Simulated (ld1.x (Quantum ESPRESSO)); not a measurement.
Li (Z = 3): PAW pseudisation with PBEsol, scalar-relativistic reference atom.

* Element: lithium
* Generator: ld1.x (Quantum ESPRESSO) 7.5
* Type: PAW
* Functional: PBEsol
* Relativity: scalar-relativistic
* Frozen core: none
* Valence charge: 3
* Reference configuration: 1s2 2s0.5 2p0 (charge +0.5)
* Partial waves: 1s (bound): rcut 1.25, rcutus 1.30 bohr; 2s (bound): rcut 1.25, rcutus 1.30 bohr; 2p (bound, empty): rcut 3.00, rcutus 3.64 bohr; 2p channel at 1.8 Ry: rcut 3.00, rcutus 3.64 bohr; 3d channel at 0.3 Ry: rcut 2.60, rcutus 3.50 bohr
* Local potential: all-electron potential smoothed inside 3.85 bohr (lloc = -1)
* Core correction: none
* Augmentation charge: PSQ, inside the norm-conserving radii

- Cutoffs needed: 40 Ry and 55 Ry (the cutoffs (Ry, on a coarse ladder) from which the occupation-weighted sum of valence levels, in a spherical-Bessel basis at the reference potential, stays within 10 and 1 mRy of its value at 400 Ry)
- Ghost test: no extra level below or beside the all-electron valence levels (s, p, d, f tested) (spherical-Bessel basis up to 400 Ry, 20 bohr box)
- Configuration tests: test run stopped at test 1 of 4 (negative rho)
- Lowest eigenvalue of the overlap operator: 0.41 (p channel)
- Density cutoff estimated by the generator: 160 Ry
